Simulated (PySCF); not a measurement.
AlH3, SMILES [AlH3].

Geometry optimised at ωB97X-D3(BJ)/def2-TZVPD. The isomer is the one that the SMILES or the coordinates give; other isomers of the formula were not compared.

Level of theory: TDA-PBE/def2-TZVPD (PySCF 2.14.0).

Vertical excitations; the highest root listed may be one member of a degenerate set. Gas-phase values at a fixed geometry. State labels are in the subgroup C2v.

### Question
Estimate the UV-visible absorptions. (The exact figures need the calculation; the answer reports its results.)

### Answer

| state | symmetry | energy (eV) | λ (nm) | f | main pairs |
|---|---|---|---|---|---|
| S1 | B2 | 4.89 | 254 | 0.000 | HOMO→LUMO (degenerate set) |
| S2 | A2 | 4.89 | 254 | 0.000 | HOMO−1→LUMO (degenerate set) |
| S3 | B1 | 7.40 | 168 | 0.126 | HOMO−1→LUMO+1, HOMO−1→LUMO+2 (degenerate set) |
| S4 | A1 | 7.40 | 168 | 0.126 | HOMO→LUMO+1, HOMO→LUMO+2 (degenerate set) |
| S5 | A1 | 7.76 | 160 | 0.002 | HOMO→LUMO+2, HOMO→LUMO+3, HOMO−1→LUMO+4, HOMO→LUMO+1 (degenerate set) |
| S6 | B1 | 7.76 | 160 | 0.002 | HOMO−1→LUMO+2, HOMO−1→LUMO+3, HOMO→LUMO+4, HOMO−1→LUMO+1 (degenerate set) |
| S7 | B1 | 7.86 | 158 | 0.000 | HOMO→LUMO+4 50 %, HOMO−1→LUMO+3 50 % |
| S8 | A1 | 7.95 | 156 | 0.000 | HOMO→LUMO+3 49 %, HOMO−1→LUMO+4 49 % |
| S9 | B2 | 8.18 | 152 | 0.021 | HOMO−2→LUMO 66 %, HOMO−1→LUMO+6 16 %, HOMO→LUMO+5 16 % |
| S10 | B2 | 8.67 | 143 | 0.000 | HOMO−1→LUMO+6 50 %, HOMO→LUMO+5 50 % |
| T1 | B2 | 4.42 | 281 | 0 | HOMO→LUMO (degenerate set) |
| T2 | A2 | 4.42 | 281 | 0 | HOMO−1→LUMO (degenerate set) |
| T3 | A1 | 6.80 | 182 | 0 | HOMO→LUMO+1, HOMO→LUMO+2 (degenerate set) |
| T4 | B1 | 6.80 | 182 | 0 | HOMO−1→LUMO+1, HOMO−1→LUMO+2 (degenerate set) |
Triplets are in the Tamm–Dancoff approximation.
